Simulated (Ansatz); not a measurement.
Relaxation of AlCl2H3O (7 atoms, charge 0, multiplicity 1), to a largest force component of 0.03 eV/Å in at most 50 steps.

Level of theory: Ansatz, RKS B3LYP-D4/6-31G*.

```xyz
7
Properties=species:S:1:pos:R:3
Al 0.047 -0.604 -0.506
H 0.067 -0.010 2.190
Cl 1.819 0.415 -0.920
Cl -1.791 0.196 -1.125
O 0.127 -2.152 0.295
H -0.681 -2.689 0.295
H 0.083 -0.682 1.956
```

Task: Where does it end, and by what steps?

Result: It converged. After 10 steps the energy has fallen by 0.116 eV; O5 moved furthest, 0.39 Å.

```
step  energy less start (eV)  largest force component (eV/Å)  accepted
   0                  0.0000                           1.415       yes
   1                 -0.0693                           0.872       yes
   2                 -0.0848                           0.750       yes
   3                 -0.0891                           0.718       yes
   4                 -0.0950                           0.634       yes
   5                 -0.0989                           0.224       yes
   6                 -0.1110                           0.207       yes
   7                 -0.1140                           0.119       yes
   8                 -0.1151                           0.079       yes
   9                 -0.1155                           0.072       yes
  10                 -0.1156                           0.026       yes
```

```xyz
7
Properties=species:S:1:pos:R:3
Al 0.053 -0.715 -0.486
H -0.008 0.288 2.082
Cl 1.833 0.327 -0.813
Cl -1.781 0.241 -0.848
O 0.141 -2.350 -0.040
H -0.659 -2.878 0.078
H 0.093 -0.439 2.212
```

The run took 44 s on 1 thread of Arm Neoverse V1, on a shared host, peak memory 0.16 GiB.
